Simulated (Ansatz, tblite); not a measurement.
Cost and result up the ladder for Ti(NH2)Cl3 (TiNCl₃H₂) (7 atoms). The state is a singlet with charge 0. Geometry: r2SCAN-D4/def2-SVP.

Cartesian coordinates in Å:
```
Ti -0.3572 0.2299 -0.5179
N 0.6612 -0.4141 0.8658
H 0.7191 -1.3977 1.1305
H 1.1945 0.1744 1.5071
Cl -0.5951 -1.4169 -1.9337
Cl 0.6897 1.9742 -1.3207
Cl -2.3122 0.8503 0.2688
```

Ansatz on 4 threads of Arm Neoverse V2 on a shared host; xTB runs through tblite on one thread. Times are rough, summed over both states, and most runs start from the orbitals of an earlier one. PBE0-D4/def2-TZVP serves as the yardstick here, not as an exact answer. The other state is a triplet.

The xTB rows come from tblite.

xTB has no spin-polarisation term.

| level | functions | wall time | vertical triplet (eV) | difference from PBE0-D4/def2-TZVP (eV) |
| --- | --- | --- | --- | --- |
| GFN2-xTB | 42 | 0.012 s | 3.10 | 0.02 |
| GFN1-xTB | 44 | 0.014 s | 2.72 | -0.36 |
| PBE-D4/def2-TZVP | 199 | 7.7 s | 3.37 | 0.28 |
| r2SCAN-D4/def2-TZVP (with forces) | 199 | 19 s | 3.29 | 0.21 |
| PBE0-D4/def2-TZVP | 199 | 24 s | 3.08 | 0.00 |
